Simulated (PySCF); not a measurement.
CH5InS2. Atoms are numbered in the order given.

```xyz
9

In     0.2687    -0.0679    -0.0125
C      2.3696    -0.6101    -0.0608
H      2.4836    -1.6470     0.2865
H      2.9335     0.0587     0.6050
H      2.7490    -0.5190    -1.0876
S     -1.1130    -0.0044     1.9905
H     -0.1046    -0.3872     2.8094
S     -0.9694     0.5502    -2.0091
H     -2.1271     0.7512    -1.3370
```
Charge 0, spin multiplicity 1.

Geometry optimised at B3LYP-D3(BJ)/def2-SVP. The structure was generated by enumeration; whether it is a known compound was not checked. The def2 effective core potentials stand for the cores of In; spin–orbit coupling is left out. Other conformers were not sampled.

Calculation: PBE/def2-TZVP (PySCF).

Atomic charges (e):

| atom | Mulliken | Löwdin |
|---|---|---|
| In1 | 0.67 | ___ |
| C2 | -0.61 | ___ |
| H3 | 0.15 | ___ |
| H4 | 0.15 | ___ |
| H5 | 0.15 | ___ |
| S6 | -0.41 | 0.04 |
| H7 | 0.16 | 0.06 |
| S8 | -0.42 | 0.04 |
| H9 | 0.17 | 0.06 |

Problem. Some entries are withheld; supply them. (The exact figures need the calculation; the answer reports its results.)

Solution. 
- In1, Löwdin: -0.09
- C2, Löwdin: -0.52
- H3, Löwdin: 0.13
- H4, Löwdin: 0.13
- H5, Löwdin: 0.13
